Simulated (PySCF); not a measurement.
C3H7BN2, SMILES C=C=CB(N)N.

Geometry: PBE0-D3(BJ)/def2-SVP. This is a generated structure with no PubChem entry under its InChIKey; it may be hypothetical. The values are those of a single conformer.

Vertical ionisation energy (IE) and electron affinity (EA) in eV. Rows of orbital energies are one-electron estimates. Where ΔSCF, EOM or ADC give a negative EA the extra electron is unbound and the value depends on the basis.

```csv
level,IE,EA
"−ε(HOMO), −ε(LUMO), M06-2X/def2-TZVP (PySCF)",8.30,-0.85
"−ε(HOMO), −ε(LUMO), PBE/def2-TZVP (PySCF)",?,?
```

### Question
Some entries are withheld; supply them. (Estimate from the structure and the level; the computed values follow.)

### Answer

- −ε(HOMO), −ε(LUMO), PBE/def2-TZVP (PySCF), IE: 5.48
- −ε(HOMO), −ε(LUMO), PBE/def2-TZVP (PySCF), EA: 0.95
